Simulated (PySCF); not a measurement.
A PySCF script (with the pyscf-properties extension) for the spin–spin couplings of SMILES [GaH2][O][GeH3], GaGeH₅O, on a PBE0-D3(BJ)/def2-SVP geometry:

```python
import basis_set_exchange as bse
import numpy as np
from pyscf import gto, dft
from pyscf.data import nist
from pyscf.prop import ssc

atoms = """
Ga    1.930440   -0.134016   -0.159287
O     0.174176    0.056901   -0.176677
Ge   -1.575271    0.177202   -0.151391
H     2.736883    1.089345    0.388190
H     2.474270   -1.498567   -0.696755
H    -2.124344   -0.309269   -1.507896
H    -2.111615   -0.707612    0.992099
H    -1.971129    1.649513    0.083501
"""
names = {"Ga": "pcSseg-1", "O": "pcJ-1", "Ge": "pcSseg-1", "H": "pcJ-1"}
basis = {el: gto.basis.parse(bse.get_basis(n, elements=[el], fmt="nwchem")) for el, n in names.items()}
mol = gto.M(atom=atoms, basis=basis, charge=0, verbose=0)
mf = dft.RKS(mol, xc="B3LYP")
mf.grids.level = 2
mf.grids.alignment = dft.numint.BLKSIZE   # the property module wants whole blocks of grid points
mf.conv_tol = 1e-9
mf.kernel()

sc = ssc.RKS(mf)
sc.with_fcsd = True   # Fermi contact and spin-dipole together
sc.max_cycle_cphf = 60
g = {"H": 5.58569468, "O": -0.757516}   # nuclear g factors of 1H, 17O
sc.nuc_pair = [(i, j) for i in range(mol.natm) for j in range(i + 1, mol.natm)
               if mol.atom_pure_symbol(i) in g and mol.atom_pure_symbol(j) in g]
K = sc.kernel()
unit = nist.HARTREE2J / nist.PLANCK * (0.5 * nist.E_MASS / nist.PROTON_MASS) ** 2
for (i, j), k in zip(sc.nuc_pair, K):
    a, b = mol.atom_pure_symbol(i), mol.atom_pure_symbol(j)
    J = unit * g[a] * g[b] * np.trace(k) / 3
    if abs(J) >= 1:
        print("%s%d %s%d %8.1f Hz" % (a, i, b, j, J))
```

Problem. What are the results?

Solution. 
```
O1 H3    -19.4 Hz
O1 H4    -18.3 Hz
O1 H5     -9.5 Hz
O1 H6     -8.7 Hz
O1 H7    -10.1 Hz
H3 H4    100.2 Hz
H3 H7     -1.2 Hz
H4 H5     -1.1 Hz
H4 H6     -1.0 Hz
H5 H6     24.3 Hz
H5 H7     27.3 Hz
H6 H7     26.0 Hz
```

These numbers come from an equivalent density-fitted implementation of the same equations, which agrees with the script to about 0.1 Hz, so last digits may differ.

Size and cost of the density-fitted run: 159 basis functions, 48 s wall time on 1 thread of an Arm Neoverse N1, shared host; peak memory 0.8 GiB.
